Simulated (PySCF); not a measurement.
BeH2O2, SMILES [OH][Be][OH]. Geometry: B3LYP-D3(BJ)/def2-TZVP. The values are those of a single conformer.

Problem. Give the equilibrium geometry at B3LYP-D3(BJ)/def2-TZVP (PySCF confirms it by a frequency run) as Cartesian coordinates in Å, and its point group. (Estimate from the structure and the level; the computed values follow.)

Solution. Several could match; the one computed here: point group C2.
```xyz
5

Be     0.0000     0.0000    -0.0010
O      0.0808    -1.4256    -0.0523
H     -0.4460    -2.0658     0.4206
O     -0.0808     1.4256    -0.0523
H      0.4460     2.0658     0.4206
```
Charge 0, spin multiplicity 1.
